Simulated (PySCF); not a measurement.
Compound: C5H4FO (charge +1).
Atom-mapped SMILES: `[F:1][c:2]1[cH:3][cH:4][o+:5][cH:6][cH:7]1` (hydrogens: H8 on C3; H9 on C4; H10 on C6; H11 on C7)

The closed-shell SCF was solved with PySCF and density fitting under several settings on one GFN2-xTB geometry (grid level 2 and gas phase unless stated).

```tsv
settings	basis functions	SCF cycles	E (Eh)	HOMO (eV)	LUMO (eV)
PBE/aug-pcSseg-1	218	16	-367.2768	-13.26	-8.80
B3LYP/def2-SVPD, start guess vsap, fitting basis def2-universal-jkfit	178	12	-367.4502	-14.13	-8.21
```

Problem. Estimate the rows for these settings: (1) PBE0/6-31++G**, grid level 1, fitting basis def2-universal-jkfit; (2) KT3/6-31++G**; (3) wB97X/def2-SVPD, fitting basis def2-universal-jkfit, level shift 0.1 Eh.

Solution. 
```json
{"settings": "PBE0/6-31++G**, grid level 1, fitting basis def2-universal-jkfit", "basis functions": "150", "SCF cycles": "11", "E (Eh)": "-367.3156", "HOMO (eV)": "-14.30", "LUMO (eV)": "-7.92"}
{"settings": "KT3/6-31++G**", "basis functions": "150", "SCF cycles": "15", "E (Eh)": "-373.0504", "HOMO (eV)": "-13.24", "LUMO (eV)": "-8.77"}
{"settings": "wB97X/def2-SVPD, fitting basis def2-universal-jkfit, level shift 0.1 Eh", "basis functions": "178", "SCF cycles": "12", "E (Eh)": "-367.3526", "HOMO (eV)": "-16.58", "LUMO (eV)": "-5.88"}
```

Problem. Over all rows, what range does the HOMO–LUMO gap span?

Solution. From 4.46 eV (PBE/aug-pcSseg-1) to 10.70 eV (wB97X/def2-SVPD, fitting basis def2-universal-jkfit, level shift 0.1 Eh). The functional of the narrowest has no exact exchange, that of the widest range-separated exact exchange.

Whole jobs, the steps after the SCF included, on one thread of an Arm Neoverse V1, no GPU (shared host):

```tsv
settings	work after the SCF	wall time	peak memory
PBE/aug-pcSseg-1	shieldings, ring-centre shieldings, charges and field gradients, density and orbital grids written	47 s	0.73 GiB
B3LYP/def2-SVPD, start guess vsap, fitting basis def2-universal-jkfit	3 singlets by full TDDFT, 5 Tamm–Dancoff triplets, polarisability, density and orbital grids written	25 s	0.65 GiB
PBE0/6-31++G**, grid level 1, fitting basis def2-universal-jkfit	shieldings, ring-centre shieldings	9.8 s	0.84 GiB
KT3/6-31++G**	spin–spin couplings from 10 perturbed nuclei, spin–dipole term for 1 of them	21 s	0.50 GiB
wB97X/def2-SVPD, fitting basis def2-universal-jkfit, level shift 0.1 Eh	1 singlet by TDA, polarisability	19 s	0.89 GiB
```

Cycle counts include a coarse-grid stage where the run had one. All basis functions are spherical, in the Pople sets too. KT3 was designed for NMR shieldings or shifts; total energies of different functionals aren't comparable.
